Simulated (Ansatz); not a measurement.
Coupled-cluster diagnostics for Rb3Cl4, Ansatz.

Geometry of the doublet (PBE0-D4/def2-SVP):

```xyz
7

Rb    0.373    1.105   -1.564
Rb   -2.472   -2.062   -0.432
Rb    1.970    0.605    2.510
Cl   -1.962   -0.441   -2.851
Cl    0.581   -1.675    0.640
Cl    2.613    2.305    0.179
Cl   -1.102    0.162    1.518
```

In the def2 sets Rb takes a core potential; there is no spin–orbit coupling. Correlated methods freeze 20 core orbitals; core or outer-core shells of Rb are correlated, in sets that lack core-valence functions. In the doublet, Cl5 and Cl7 lie 2.64 Å apart (atoms count from 1), so these atoms are partly bonded to each other. Another isomer (doublet) lies 0.03 eV lower at PBE0-D4/def2-TZVP; other spin states weren't run for this one.

Task: Estimate the CCSD(T) correlation energy, the shares of MP2 and (T), T1 and the reference's ⟨S²⟩ for: charge 0, doublet, own geometry in def2-SVP; and the rough time on 4 threads of Intel Xeon Platinum 8488C on a shared host.

Result: 
```json
{"state": "charge 0, doublet, own geometry", "basis": "def2-SVP", "correlation (eV)": "-21.089", "MP2 share (%)": "90.2", "(T) share (%)": "1.7", "T1": "0.009", "⟨S²⟩ (pure)": "0.76 (0.75)", "wall time": "95 s"}
```
Customary marks for T1 are 0.02 (closed shells), 0.045 (open shells) and about 0.05 (3d metals). T1 stays under 0.02 throughout.
